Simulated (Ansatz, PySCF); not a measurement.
Dimer: H2S (SMILES S) (first 3 atoms) with GeH4 (SMILES [GeH4]); geometry from B3LYP-D3(BJ)/def2-TZVP, rigid monomers moved along the line of their centres of mass till S1···Ge4 is 3.47 Å.
(charge 0, multiplicity 1):
```xyz
8

S      0.156    -0.375    -0.314
H      0.278    -1.634     0.138
H     -1.172    -0.372    -0.119
Ge     0.003     0.128     3.119
H     -0.124     0.279     4.646
H     -1.004    -0.929     2.640
H      1.428    -0.323     2.772
H     -0.302     1.474     2.449
```

Monomers are frozen at their geometry in the pair; levels with a basis set take the counterpoise correction.

Frozen-core correlation. Filled d and f shells under p-block atoms count as core. CBS(a, b) extrapolates the correlation energy as X⁻³ and adds the Hartree–Fock energy of set b.

Codes used: Ansatz (a program for electronic structure); PySCF for the dispersion terms. Values without a source in brackets are computed.

PBE/def2-TZVPPD gives 35.8 meV for the interaction energy.

**Question.** How do the other levels lie against it? Give each less PBE: PBE-D3(BJ)/def2-TZVPPD, r2SCAN/def2-TZVPPD, PBE0/def2-TZVPPD, wB97M-V/def2-TZVPPD, MP2/CBS(def2-SVPD, def2-TZVPPD), CCSD(T)/CBS(def2-SVPD, def2-TZVPPD).

**Answer.** PBE-D3(BJ)/def2-TZVPPD -58.5; r2SCAN/def2-TZVPPD -25.3; PBE0/def2-TZVPPD -3.9; wB97M-V/def2-TZVPPD -53.3; MP2/CBS(def2-SVPD, def2-TZVPPD) -40.2; CCSD(T)/CBS(def2-SVPD, def2-TZVPPD) -30.8 meV. 0 of 6 lie above PBE; the widest gap is to PBE-D3(BJ)/def2-TZVPPD.
